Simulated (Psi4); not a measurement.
C2H5O (SMILES CC[O]), doublet (typed; the unrestricted solution is spin-contaminated), at a GFN2-xTB geometry, with bond 5-2 at 1.6 times its length; CAM-B3LYP/STO-3G in Psi4.

Input for Psi4:
```
memory 2 GB

molecule mol {
0 2
C     1.047024   -0.592239   -0.007778
C    -0.033474    0.487246   -0.001258
O    -1.283881    0.104237    0.011538
H     0.146305    1.197116    0.849888
H     0.228869    1.614237   -1.375454
H     2.036772   -0.143996   -0.018373
H     0.946215   -1.221511    0.873826
H     0.929965   -1.227162   -0.883301
}

set {
  basis sto-3g
  reference uks
  guess sapgau
}

energy('cam-b3lyp')
print_variables()
```

### Question
What does Psi4 print? Leave out banner, timings and long lists.

### Answer

```
   => Loading Basis Set <=

    Name: STO-3G
    Role: ORBITAL
    Keyword: BASIS

         ---------------------------------------------------------
                                   SCF
               by Justin Turney, Rob Parrish, Andy Simmonett
                          and Daniel G. A. Smith
                              UKS Reference
         ---------------------------------------------------------

  ==> Geometry <==

    Molecular point group: c1
    Full point group: C1

    Geometry (in Angstrom), charge = 0, multiplicity = 2:

       Center              X                  Y                   Z               Mass
    ------------   -----------------  -----------------  -----------------  -----------------
         C            1.136984533682    -0.606178258561     0.002916735801    12.000000000000
         C            0.056486533682     0.473306741439     0.009436735801    12.000000000000
         O           -1.193920466318     0.090297741439     0.022232735801    15.994914619570
         H            0.236265533682     1.183176741439     0.860582735801     1.007825032230
         H            0.318829533682     1.600297741439    -1.364759264199     1.007825032230
         H            2.126732533682    -0.157935258561    -0.007678264199     1.007825032230
         H            1.036175533682    -1.235450258561     0.884520735801     1.007825032230
         H            1.019925533682    -1.241101258561    -0.872606264199     1.007825032230

  Running in c1 symmetry.

  Rotational constants: A =      1.15945  B =      0.31731  C =      0.28199 [cm^-1]
  Rotational constants: A =  34759.49848  B =   9512.80142  C =   8453.95984 [MHz]
  Nuclear repulsion =   73.120009442329660

  Charge       = 0
  Multiplicity = 2
  Electrons    = 25
  Nalpha       = 13
  Nbeta        = 12

  ==> Algorithm <==

  SCF Algorithm Type is DF.
  DIIS enabled.
  MOM disabled.
  Fractional occupation disabled.
  Guess Type is SAPGAU.
  Energy threshold   = 1.00e-06
  Density threshold  = 1.00e-06
  Integral threshold = 1.00e-12

  ==> Primary Basis <==

  Basis Set: STO-3G
    Blend: STO-3G
    Number of shells: 14
    Number of basis functions: 20
    Number of Cartesian functions: 20
    Spherical Harmonics?: true
    Max angular momentum: 1

  ==> DFT Potential <==

   => LibXC <=

    Version 7.1.2
    S. Lehtola, C. Steigemann, M. J. T. Oliveira, and M. A. L. Marques,  SoftwareX 7, 1–5 (2018) (10.1016/j.softx.2017.11.002)

   => Composite Functional: CAM-B3LYP <=

    CAM-B3LYP Hyb-GGA Exchange-Correlation Functional

    T. Yanai, D. P. Tew, and N. C. Handy,  Chem. Phys. Lett. 393, 51 (2004) (10.1016/j.cplett.2004.06.011)

    Deriv               =              1
    GGA                 =           TRUE
    Meta                =          FALSE

    Exchange Hybrid     =           TRUE
    MP2 Hybrid          =          FALSE

   => Exchange Functionals <=

    0.3500         Becke 88 [omega = 0.3300]
    0.4600   Short-range recipe for B88 functional - erf [omega = 0.3300]

   => Exact (HF) Exchange <=

    0.4600            HF,LR [omega = 0.3300]
    0.1900               HF

   => Correlation Functionals <=

    0.1900   Vosko, Wilk & Nusair (VWN5)
    0.8100   Lee, Yang & Parr

   => LibXC Density Thresholds  <==

    XC_HYB_GGA_XC_CAM_B3LYP:  1.00E-14

   => Molecular Quadrature <=

    Radial Scheme          =       TREUTLER
    Pruning Scheme         =           NONE
    Nuclear Scheme         =       TREUTLER

    Blocking Scheme        =         OCTREE
    BS radius alpha        =              1
    Pruning alpha          =              1
    Radial Points          =             75
    Spherical Points       =            302
    Total Points           =         171968
    Total Blocks           =           1343
    Max Points             =            256
    Max Functions          =             20
    Weights Tolerance      =       1.00E-15

   => Loading Basis Set <=

    Name: (STO-3G AUX)
    Role: JKFIT
    Keyword: DF_BASIS_SCF

   => Loading Basis Set <=

    Name: SAP_HELFEM_LARGE
    Role: ORBITAL
    Keyword: SAPGAU_BASIS

  ==> Integral Setup <==

  SCF_SUBTYPE=INCORE selected. In-core MEM_DF algorithm will be used.
  Using in-core AOs.

  ==> MemDFJK: Density-Fitted J/K Matrices <==

    J tasked:                   Yes
    K tasked:                   Yes
    wK tasked:                  Yes
    Omega:                3.300E-01
    Algorithm:                 Core
    Schwarz Cutoff:           1E-12
    Mask sparsity (%):       0.5000
    Fitting Condition:        1E-10

   => Auxiliary Basis Set <=

  Basis Set: (STO-3G AUX)
    Blend: DEF2-UNIVERSAL-JKFIT
    Number of shells: 105
    Number of basis functions: 317
    Number of Cartesian functions: 371
    Spherical Harmonics?: true
    Max angular momentum: 4

  Minimum eigenvalue in the overlap matrix is 2.1620886552E-01.
  Reciprocal condition number of the overlap matrix is 9.1990588848E-02.
    Using symmetric orthogonalization.

  ==> Pre-Iterations <==

  SCF Guess: Superposition of Atomic Potentials (doi:10.1021/acs.jctc.8b01089).
  Using error function fits of the atomic potentials (doi:10.1063/5.0004046).

   -------------------------------------------------------
    Irrep   Nso     Nmo     Nalpha   Nbeta   Ndocc  Nsocc
   -------------------------------------------------------
     A         20      20      13      12      12       1
   -------------------------------------------------------
    Total      20      20      13      12      12       1
   -------------------------------------------------------

  ==> Iterations <==

                           Total Energy        Delta E     RMS |[F,P]|

   @DF-UKS iter   1:  -151.62763286318443   -1.51628e+02   3.47160e-02 DIIS/ADIIS
   @DF-UKS iter   2:  -151.72518188594103   -9.75490e-02   2.94891e-02 DIIS/ADIIS
   @DF-UKS iter   3:  -152.05795108649230   -3.32769e-01   1.77598e-02 DIIS/ADIIS
   @DF-UKS iter   4:  -152.17181230048064   -1.13861e-01   3.39388e-03 DIIS/ADIIS
   @DF-UKS iter   5:  -152.18130197644322   -9.48968e-03   1.45792e-03 DIIS/ADIIS
   @DF-UKS iter   6:  -152.18434498985977   -3.04301e-03   8.80621e-04 DIIS/ADIIS
   @DF-UKS iter   7:  -152.18583973985258   -1.49475e-03   4.95464e-04 DIIS/ADIIS
   @DF-UKS iter   8:  -152.18631250520963   -4.72765e-04   3.69216e-04 DIIS/ADIIS
   @DF-UKS iter   9:  -152.18669997196585   -3.87467e-04   2.51654e-04 DIIS/ADIIS
   @DF-UKS iter  10:  -152.18695615391181   -2.56182e-04   1.86539e-04 DIIS/ADIIS
   @DF-UKS iter  11:  -152.18729489186109   -3.38738e-04   1.39087e-04 DIIS/ADIIS
   @DF-UKS iter  12:  -152.18764147079523   -3.46579e-04   1.25396e-04 DIIS/ADIIS
   @DF-UKS iter  13:  -152.18765783789536   -1.63671e-05   7.10021e-05 DIIS
   @DF-UKS iter  14:  -152.18767622607336   -1.83882e-05   3.42967e-05 DIIS
   @DF-UKS iter  15:  -152.18767726563146   -1.03956e-06   1.35416e-05 DIIS
   @DF-UKS iter  16:  -152.18767738696286   -1.21331e-07   1.02628e-06 DIIS
   @DF-UKS iter  17:  -152.18767738961989   -2.65703e-09   6.79716e-07 DIIS
  Energy and wave function converged.

  ==> Post-Iterations <==

   Electrons on quadrature grid:
      Nalpha   =   13.0000038469 ; deviation = 3.847e-06
      Nbeta    =   12.0000026995 ; deviation = 2.700e-06
      Ntotal   =   25.0000065464 ; deviation = 6.546e-06

   @Spin Contamination Metric:   1.211522620E-01
   @S^2 Expected:                7.500000000E-01
   @S^2 Observed:                8.711522620E-01
   @S   Expected:                5.000000000E-01
   @S   Observed:                5.000000000E-01

    Orbital Energies [Eh]
    ---------------------

    Alpha Occupied:

       1A    -18.963662     2A    -10.136836     3A    -10.082876
       4A     -1.050621     5A     -0.778323     6A     -0.603435
       7A     -0.481091     8A     -0.465635     9A     -0.424624
      10A     -0.392540    11A     -0.370624    12A     -0.270026
      13A     -0.218031

    Alpha Virtual:

      14A      0.144201    15A      0.453798    16A      0.491553
      17A      0.513891    18A      0.559749    19A      0.564251
      20A      0.614680

    Beta Occupied:

       1A    -18.951974     2A    -10.143164     3A    -10.082769
       4A     -1.015212     5A     -0.776870     6A     -0.601425
       7A     -0.478836     8A     -0.462830     9A     -0.422906
      10A     -0.369969    11A     -0.322501    12A     -0.196471

    Beta Virtual:

      13A      0.057454    14A      0.207327    15A      0.454851
      16A      0.486956    17A      0.511378    18A      0.558493
      19A      0.563003    20A      0.617591

    Final Occupation by Irrep:
              A
    DOCC [    12 ]
    SOCC [     1 ]
    NA   [    13 ]
    NB   [    12 ]

  @DF-UKS Final Energy:  -152.18767738961989

   => Energetics <=

    Nuclear Repulsion Energy =             73.1200094423296605
    One-Electron Energy =                -352.0929102643709712
    Two-Electron Energy =                 142.1453233394401536
    DFT Exchange-Correlation Energy =     -15.3600999070187250
    Empirical Dispersion Energy =           0.0000000000000000
    VV10 Nonlocal Energy =                  0.0000000000000000
    Total Energy =                       -152.1876773896198927

  UHF NO Occupations:
  HONO-2 :   11  A 1.9996726
  HONO-1 :   12  A 1.9381316
  HONO-0 :   13  A 1.0000000
  LUNO+0 :   14  A 0.0618684
  LUNO+1 :   15  A 0.0003274
  LUNO+2 :   16  A 0.0002138
  LUNO+3 :   17  A 0.0000669

Computation Completed

Properties will be evaluated at   0.000000,   0.000000,   0.000000 [a0]

Properties computed using the SCF density matrix

 Multipole Moments:

 ------------------------------------------------------------------------------------
     Multipole            Electronic (a.u.)      Nuclear  (a.u.)        Total (a.u.)
 ------------------------------------------------------------------------------------

 L = 1.  Multiply by 2.5417464519 to convert [e a0] to [Debye]
 Dipole X            :         -3.9052326            4.4359267            0.5306942
 Dipole Y            :         -0.0535009            0.1401053            0.0866045
 Dipole Z            :          0.5007132           -0.4685720            0.0321412
 Magnitude           :                                                    0.5386740

 ------------------------------------------------------------------------------------

  Variable Map:
  ----------------------------------------------------------------------------
  "CURRENT ENERGY"              =>    -152.187677389620
  "CURRENT REFERENCE ENERGY"    =>    -152.187677389620
  "DD SOLVATION ENERGY"         =>       0.000000000000
  "DFT FUNCTIONAL TOTAL ENERGY" =>    -152.187677389620
  "DFT TOTAL ENERGY"            =>    -152.187677389620
  "DFT VV10 ENERGY"             =>       0.000000000000
  "DFT XC ENERGY"               =>     -15.360099907019
  "GRID ELECTRONS ALPHA"        =>      13.000003846861
  "GRID ELECTRONS BETA"         =>      12.000002699527
  "GRID ELECTRONS TOTAL"        =>      25.000006546388
  "NUCLEAR REPULSION ENERGY"    =>      73.120009442330
  "ONE-ELECTRON ENERGY"         =>    -352.092910264371
  "PCM POLARIZATION ENERGY"     =>       0.000000000000
  "PE ENERGY"                   =>       0.000000000000
  "SCF ITERATION ENERGY"        =>    -152.187677389620
  "SCF ITERATIONS"              =>      17.000000000000
  "SCF TOTAL ENERGY"            =>    -152.187677389620
  "TWO-ELECTRON ENERGY"         =>     142.145323339440
  "XC GRID RADIAL POINTS"       =>      75.000000000000
  "XC GRID SPHERICAL POINTS"    =>     302.000000000000
  "XC GRID TOTAL POINTS"        =>  171968.000000000000

  Array Variable Map:
  ----------------------------------------------------------------------------
  "CURRENT DIPOLE"              =>       0.530694180210 ... 0.032141201764 1 by 3
  "SCF DIPOLE"                  =>       0.530694180210 ... 0.032141201764 1 by 3
  "SCF TOTAL ENERGIES"          =>    -151.627632863184 ... -152.187677389620 1 by 17
```
